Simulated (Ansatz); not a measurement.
The same path of ClF$_{4}$H$_{2}$OTa (9 atoms, charge 0, multiplicity 1) was run 3 times with different band settings. Lost on the way: Cl8–H9. Made: O2–H9.

The calculation used Ansatz 0.2.0, RKS PBE0/def2-SVP.

Relaxed end points:

```xyz
9
Properties=species:S:1:pos:R:3
Ta 0.136 0.054 0.202
O 1.842 0.781 0.480
H 2.759 0.877 0.741
F -0.196 0.096 2.052
F 0.800 -0.919 -1.287
F -0.699 1.552 -0.496
F -1.350 -1.108 0.089
Cl 1.356 -2.438 1.184
H 1.486 -2.801 -0.051
```

```xyz
9
Properties=species:S:1:pos:R:3
Ta -0.107 -0.537 0.297
O 2.081 0.023 0.227
H 2.537 0.261 1.045
F 0.198 0.411 1.896
F 0.503 -1.232 -1.342
F -0.404 1.108 -0.564
F -1.910 -0.954 0.339
Cl 0.551 -2.527 1.368
H 2.685 -0.460 -0.352
```

Common settings: movable images 5; climbing image yes; spring 5.0 eV/Å²; optimiser quadratic models (default); iteration limit 60; end points relaxed.

| run | start path | force threshold |
| --- | --- | --- |
| 1 | through a guess of the saddle point | 0.05 eV/Å |
| 2 | through a guess of the saddle point | 0.2 eV/Å |
| 3 | straight line | 0.05 eV/Å |

Problem. What does each run give, and how far can it be trusted?

Solution. Run 1: converged after 18 iterations, highest image 0.227 eV above the first end. A vibrational analysis at the climbing image gives one clearly imaginary mode, 403i cm⁻¹: a first-order saddle point.
Run 2: converged after 11 iterations, highest image 0.229 eV above the first end. The threshold of 0.2 eV/Å is loose, so the images may lie well off the minimum-energy path. Another band between the same ends (5 images) ends at a top of the same energy, where a vibrational analysis finds 1 clearly imaginary mode.
Run 3: converged after 22 iterations, highest image 0.227 eV above the first end. Another band between the same ends (5 images) ends at a top of the same energy, where a vibrational analysis finds 1 clearly imaginary mode.
The orbitals stay closed-shell, which can raise the energy where a bond breaks towards radicals; this wasn't checked here.
